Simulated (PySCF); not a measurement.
A structure optimised at PBE0-D3(BJ)/def2-TZVP, used in a PySCF frequency run:

```xyz
2

Cd     0.0000     0.0000    -0.9788
Se     0.0000     0.0000     1.3819
```
Charge 0, spin multiplicity 1.

Q: Write its SMILES, formula and point group.

A: [Se]=[Cd], CdSe, C∞v

Q: What are its rotational constants (standard atomic weights)?

A: 1.9550 GHz (linear rotor, B only)
